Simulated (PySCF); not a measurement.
BH₃N, SMILES [BH]N, multiplicity 2. Atoms are numbered in the order given.

```xyz
5

B      0.2175     0.8270     0.0000
N     -0.0298    -0.5245     0.0000
H     -0.6204     1.6794     0.0000
H     -0.9581    -0.9245     0.0000
H      0.6995    -1.2185     0.0000
```
Charge 0, spin multiplicity 2.

The structure is a stationary point at PBE0-D3(BJ)/def2-TZVP. The isomer is the one that the SMILES or the coordinates give; other isomers of the formula were not compared.

Method: PBE/pcH-1 (PySCF).

Unrestricted Kohn–Sham, ⟨S²⟩ = 0.753. Hyperfine tensors hold the contact and dipolar terms, without spin-orbit corrections.

Computed hyperfine couplings:
```csv
nucleus,A(iso) (MHz),A(iso) (G),dipolar principal values (MHz)
11B no. 1,401.2,143.2,"-42.2, -36.7, 78.9"
14N no. 2,10.3,3.7,"-4.5, 1.0, 3.5"
1H no. 3,78.7,28.1,"-16.4, -3.7, 20.2"
1H no. 4,97.8,34.9,"-3.8, -2.4, 6.3"
1H no. 5,47.5,17.0,"-6.4, -5.3, 11.6"
```

**Question.** And the g tensor (effective nuclear charges for spin-orbit coupling, GIAO)? (Estimate from the structure and the level; the computed values follow.)

**Answer.** principal values 2.0012, 2.0021, 2.0024; isotropic 2.0019.
